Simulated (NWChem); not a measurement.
Basis-set convergence for H$_{5}$ClW

SMILES: [Cl][WH5]
```xyz
7

W     -0.4211     0.0360     0.0000
Cl     1.9641    -0.2580     0.0000
H      0.2704     1.2411    -0.9212
H     -1.3664     0.4301    -1.3743
H     -0.0331    -1.6174     0.0000
H      0.2704     1.2411     0.9212
H     -1.3664     0.4301     1.3743
```
Charge 0, spin multiplicity 1.

The numbers come from NWChem runs, not from measurements. Structure: optimised with B3LYP/def2-SVP with def2 effective core potentials on W, a minimum by its harmonic frequencies.

Quantity: dipole moment at the level PBE0.

Effective core potentials replace the inner electrons of W; spin-orbit coupling is left out. The structure started from a generated list of species.

The cost column gives rough processor time relative to def2-SVP; each entry includes its own SCF.

### Question
In def2-TZVPP the value is 3.09 D. Among def2-SVP, def2-SVPD, def2-TZVP, def2-TZVPD, which is the smallest basis within 0.03 D of it?

### Answer
No smaller set comes that close. def2-TZVPP isn't the basis-set limit itself, and a small set can land close by cancellation.

```tsv
basis	functions	dipole moment (D)	relative cost
def2-SVP	75	3.00	1
def2-SVPD	102	3.28	under 3
def2-TZVP	107	3.16	3
def2-TZVPD	134	3.14	5
def2-TZVPP	168	3.09	8
```
